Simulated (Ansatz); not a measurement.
## Reading a saddle point

A first-order saddle point of SnNH9O, closed shell, PBE0-D4/def2-TZVP, with one imaginary mode of 1343i cm⁻¹:

Sn1  (-0.769, 0.204, -1.275)
H2  (-0.197, -1.606, -0.206)
H3  (0.413, -0.361, -2.364)
H4  (-1.107, 1.829, -1.820)
H5  (-2.300, -0.534, -1.182)
H6  (0.662, 0.116, 1.134)
N7  (0.041, 0.990, 0.581)
H8  (0.375, -1.477, 0.566)
O9  (1.041, -1.030, 1.565)
H10  (0.589, 1.821, 0.382)
H11  (-0.718, 1.286, 1.186)
H12  (1.970, -1.237, 1.434)
(Å)

Computed with Ansatz 0.2.0 (basis: def2-TZVPP and def2-QZVPP); correlated methods freeze the cores. Filled d shells of the heavier atoms are correlated. Core potentials replace the inner electrons of the atoms past krypton. The def2 sets are not built for correlating such inner shells, so the correlated values are less sure here. Extrapolation: Hartree–Fock as exp(−7.88 √X), correlation as X^−2.97.

(1) Which contacts change along the imaginary mode, and what lies on either side? (A judgement: the text doesn't fix the answer.)

(2) Which side is lower, and how far does the saddle lie above each? (To be estimated.)

The T1 diagnostic stays at or below 0.014.

## Answers

(1) Computed: The step is SnH₄ + H₂O + NH₃ → SnNH₅ ([NH2][SnH3]) + H₂O + H₂, with the molecules in contact on both sides. Shortening one way: Sn1–N7, H2–H8, H6–O9; lengthening the same way: Sn1–H2, H6–N7, H8–O9.
```json
{"pair": "Sn1–N7", "one side (Å)": "3.02", "saddle (Å)": "2.17", "other side (Å)": "2.06"}
{"pair": "H2–H8", "one side (Å)": "1.93", "saddle (Å)": "0.97", "other side (Å)": "0.75"}
{"pair": "H6–O9", "one side (Å)": "2.14", "saddle (Å)": "1.28", "other side (Å)": "0.98"}
{"pair": "Sn1–H2", "one side (Å)": "1.71", "saddle (Å)": "2.18", "other side (Å)": "4.08"}
{"pair": "H6–N7", "one side (Å)": "1.02", "saddle (Å)": "1.21", "other side (Å)": "1.89"}
{"pair": "H8–O9", "one side (Å)": "0.96", "saddle (Å)": "1.28", "other side (Å)": "2.48"}
```

(2) By the calculation: The side with Sn1–H2, H6–N7, H8–O9 short is lower by 0.269 eV; the saddle lies 1.836 eV above it and 1.567 eV above the other (CCSD(T) at an estimated basis limit (MP2 extrapolated from triple and quadruple zeta, plus CCSD(T) − MP2 in triple zeta); electronic energies).

Labels in which every atom is bracketed show which atoms are joined, not bond orders.

For scale, one of the runs: CCSD(T)/def2-TZVPP, 238 basis functions, launched by `ansatz run in.yaml --threads 4 --pin off --events-out ev --progress --plain --max-ram 9574MiB`. Time: 2.2 min of wall clock on 4 CPU threads of an Arm Neoverse V2; the host was shared. Peak host memory: 5 GiB.
